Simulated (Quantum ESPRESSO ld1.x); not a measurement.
Q: Species: Gd3+. Configuration: [Xe] 4f6 6d1 (not the ground configuration). Calculated with ld1.x of Quantum ESPRESSO 7.5: scalar-relativistic Kohn-Sham, LDA (Slater exchange, VWN5 correlation), spin-polarised, spherical densities, point nucleus; open shells are filled with parallel spins first. Some entries of the table are withheld. Estimate them.

orbital  occ.  eigenvalue (eV)  <1/r> (bohr^-1)  <r> (bohr)
1s down     1         -50096.4            71.61     0.02192
1s up       1         -50096.4            71.61     0.02192
2s up       1         -8305.76            16.61     0.09334
2s down     1         -8305.65            16.61     0.09334
2p up       3         -7398.59            15.51     0.08240
2p down     3         -7398.51            15.51     0.08240
3s up       1         -1873.49            6.089      0.2448
3s down     1         -1870.95            6.095      0.2446
3p up       3         -1592.47            5.726      0.2433
3p down     3         -1589.95            5.732      0.2431
3d up       5         -1220.41            5.436      0.2214
3d down     5         -1218.44            5.441      0.2211
4s up       1         -410.694            2.577      0.5522
4s down     1         -405.165            2.576      0.5524
4p up       3         -317.792            2.371      0.5840
4p down     3         -312.336            2.369      0.5844
4d up       5         -189.196            2.095      0.6324
4d down     5         -183.871            2.091      0.6338
5s up       1              (1)            1.036       1.287
5s down     1              (2)            1.020       1.303
5p up       3              (3)           0.8955       1.466
5p down     3              (4)           0.8785       1.489
4f up       6              (5)            1.600      0.7945
4f down     0              (6)            1.573      0.8168
6d up       1         -13.9805           0.2800       4.618
6d down     0         -13.0430           0.2732       4.737

A: 
(1) 5s up eigenvalue (eV): -85.8598
(2) 5s down eigenvalue (eV): -83.2181
(3) 5p up eigenvalue (eV): -61.6761
(4) 5p down eigenvalue (eV): -59.6467
(5) 4f up eigenvalue (eV): -49.1004
(6) 4f down eigenvalue (eV): -44.2742
